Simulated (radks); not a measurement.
The technetium anion Tc- inside a hard spherical wall (all orbitals vanish at R), configuration held at [Kr] 4d6 5s2 and not refilled when levels cross. Calculated with a radial shooting solver on a logarithmic mesh with Libxc functionals: scalar-relativistic Kohn-Sham, LDA (Slater exchange, VWN5 correlation), spin-unpolarised, spherical densities, finite nucleus; Fermi nuclear charge, rms radius 4.4112 fm. Eigenvalues in eV, with the zero of energy where the potential of the charges vanishes at infinity; a dash marks a level that is unbound or too diffuse for the functional's potential to be trusted. A positive occupied level is held by the wall or, in an anion where self-interaction has pushed it up, behind a barrier. The pressure on the wall is -dE/dV.

R (bohr)  E (hartree)  kinetic (hartree)    e(4s)    e(4p)   e(5s)   e(4d)  e(6s, empty)  e(5p, empty)  pressure (GPa)
20        -4281.30953           4419.306  -64.866  -36.985   0.574   0.912         2.228         2.234        < 0.0001
10        -4281.30351           4419.339  -64.413  -36.530   0.965   1.352         5.969         3.660          0.0925
8         -4281.28539           4419.423  -63.695  -35.813   1.608   2.024         9.629         4.823           0.652
7         -4281.25756           4419.543  -62.913  -35.037   2.341   2.739        13.243         5.986            1.98
6         -4281.18970           4419.815  -61.488  -33.633   3.758   4.020        19.578         8.078            6.83
5         -4281.00598           4420.500  -58.729  -30.942   6.799   6.486        31.811        12.292            28.1
3.5       -4279.68787           4424.985  -47.945  -20.626  22.787  16.715        85.371        32.827             399
3         -4278.08717           4430.330  -39.941  -12.935  38.935  25.221        131.44        52.367            1230
